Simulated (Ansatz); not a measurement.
Ansatz results at the PBE0-D4/def2-TZVP geometry: size of the dipole moment (ωB97M-V/def2-TZVPP) 5.91 D; LUMO energy (PBE0/def2-TZVPP) -0.80 eV; HOMO–LUMO gap (PBE/def2-TZVPP) 5.02 eV.

Each molecule was computed in one conformer, which needn't be the lowest.

Question: Which molecule gave them?
A. `[SiH3][NH2+][B-](Cl)(Cl)Cl`
B. `Cl[B-](Cl)(Cl)[SeH2+]`
C. `[CH3][Al-]([OH2+])([Cl])[Cl]`
D. `[OH][In-]([OH])([OH])[OH+][SiH3]`

Answer: A. The others give `[OH][In-]([OH])([OH])[OH+][SiH3]`: 1.62, -1.37, 4.27; `[CH3][Al-]([OH2+])([Cl])[Cl]`: 4.16, -0.47, 5.52; `Cl[B-](Cl)(Cl)[SeH2+]`: 4.35, -1.01, 5.01.
